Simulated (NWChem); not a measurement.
System: GaH3; SMILES [GaH3]

All runs: NWChem. Pople sets run with spherical d functions. Each level has its own optimisation; frequencies are unscaled.

| level | basis functions | r Ga–H (Å) | highest harmonic frequency (cm⁻¹) | lowest (cm⁻¹) | zero-point energy (kcal/mol) |
|---|---|---|---|---|---|
| Hartree-Fock/STO-3G | 21 | 1.316 | 2409 | 717 | 12.1 |
| Hartree-Fock/3-21G | 28 | 1.580 | 1929 | 757 | 11.7 |
| Hartree-Fock/6-31G* | 38 | 1.581 | 2024 | 752 | 12.0 |
| Hartree-Fock/6-311G** | 62 | 1.572 | 2049 | 760 | 12.1 |
| Hartree-Fock/def2-TZVPD | 81 | 1.577 | 2042 | 753 | 12.1 |
